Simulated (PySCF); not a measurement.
# Spinor energies of Pb (lead, neutral)

Start: [Xe] 4f14 5d10 6s2 6p2; 6p1/2 filled at m_j = -1/2, +1/2. Calculated with PySCF 2.14 in x2c-TZVPPall-2c (11s11p9d3f, 110 functions): generalised Hartree-Fock with the X2C-1e Hamiltonian and a Gaussian nucleus; one run each with spin-orbit coupling (SO) switched off, then screened by Boettger's factors.

```tsv
spinor shell	electrons	ε, spin-free (eV)	ε, screened SO (eV)	weight of nominal j (screened SO)	rms radius, screened SO (bohr)
1s1/2	2	-88509.5	-88469.9	1.000	0.0181
2s1/2	2	-15990.7	-15977.6	1.000	0.0730
2p1/2	2	-13736.0	-15319.8	1.000	0.0617
2p3/2	4	-13736.0	-13125.3	1.000	0.0700
3s1/2	2	-3911.8	-3906.9	1.000	0.186
3p1/2	2	-3255.5	-3611.0	1.000	0.178
3p3/2	4	-3255.5	-3114.5	1.000	0.195
3d3/2	4	-2572.9	-2633.4	1.000	0.170
3d5/2	6	-2572.9	-2528.2	1.000	0.175
4s1/2	2	-925.07	-922.98	1.000	0.408
4p1/2	2	-706.32	-793.79	1.000	0.412
4p3/2	4	-706.32	-670.49	1.000	0.446
4d3/2	4	-446.96	-459.78	1.000	0.455
4d5/2	6	-446.96	-436.12	1.000	0.466
5s1/2	2	-167.17	-166.08	1.000	0.915
4f5/2	6	-159.12	-160.58	1.000	0.493
4f7/2	8	-159.12	-155.59	1.000	0.495
5p1/2	2	-104.12	-119.87	1.000	0.983
5p3/2	4	-104.12	-96.686	1.000	1.08
5d3/2	4	-29.292	-30.253	1.000	1.37
6s1/2	2	-15.344	-14.885	1.000	2.57
6p1/2	2	-6.877	-6.905	1.000	3.36
```

(1) Where does 5d5/2 lie, and what is the 5d spin-orbit splitting (screened SO)?

| quantity | spin-free | screened SO |
| --- | --- | --- |
| E (hartree) | -20865.58671 | -20903.51874 |
| M_J | 0 | 0 |
| ⟨J²⟩ | 2.011 | 0.000 |
| ⟨L²⟩ | 2.005 | 1.515 |
| ⟨S²⟩ | 2.006 | 1.515 |

Breit and QED terms are absent; they matter most for the inner s and p1/2 levels.

Densities and radii are taken from the X2C orbitals without a picture-change correction, which distorts them close to the nucleus.

Without spin-orbit coupling the j labels of p, d and f shells carry no meaning; the spin-free column gives the mean over the occupied spinors of each nl shell.

## Answers

(1) At -27.186 eV, 3.067 eV above 5d3/2.
